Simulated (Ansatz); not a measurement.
`[O]=[W]([OH])([F])([F])[Cl]` + H–F → `[O]=[W]([F])([F])([F])[Cl]` + H₂O at 700 K and 1 bar (ligand exchange at a W–O bond).

Program: Ansatz. Geometries: PBE0-D4/def2-TZVP. ΔE: electronic, gas phase. CCSD(T)/CBS adds triple-zeta CCSD(T) − MP2 to the extrapolated MP2 energy (def2 sets, frozen cores). This one scheme is used for every species. def2 core potentials past Kr. For W outer-core shells are correlated without core-valence functions, which leaves a few kJ/mol of doubt a bond. Each species was taken in one conformer, which may not be the lowest.

```tsv
species	CCSD(T)/CBS energy (Eh)	H − E (kJ/mol)	S (J/(mol·K))
`[O]=[W]([OH])([F])([F])[Cl]`	-877.49638	135.1	497.0
H–F	-100.39570	45.2	198.5
`[O]=[W]([F])([F])([F])[Cl]`	-901.52196	99.5	463.4
H₂O	-76.37941	80.5	218.4
```

H − E and S are ideal-gas, rigid-rotor, harmonic terms from PBE0-D4/def2-TZVP, for one conformer and one mirror image of each species. 1 Eh = 2625.50 kJ/mol, R = 8.31446 J/(mol·K).

Problem. By hand: ΔE, ΔH, ΔS and ΔG.

Solution. ΔE = (-901.52196) + (-76.37941) − (-877.49638) − (-100.39570) = -0.00929 Eh = -24.4 kJ/mol. Δ(H − E) = 99.5 + 80.5 − 135.1 − 45.2 = -0.3, so ΔH = -24.7 kJ/mol. ΔS = 463.4 + 218.4 − 497.0 − 198.5 = -13.7 J/(mol·K). ΔG = -24.7 − 700 × (-13.7)/1000 = -15.1 kJ/mol.

Problem. By hand: the equilibrium constant, and the temperature at which ΔG would vanish if ΔH and ΔS stayed fixed.

Solution. log₁₀ K = −ΔG/(RT ln 10) = 1.1. ΔG = 0 at ΔH/ΔS = 1803 K, though so small a ΔS makes that figure unsure.

TΔS isn't small against ΔH here. A doubt of 5 kJ/mol in ΔE shifts log₁₀ K by 0.4 here. Other conformers and mirror images would add mixing entropy, several J/(mol·K) or more a flexible species. These are equilibria of isolated gas molecules and say nothing of rates. Largest T1 diagnostic: 0.021 (customary marks: 0.02 for closed shells, 0.045 for open ones).
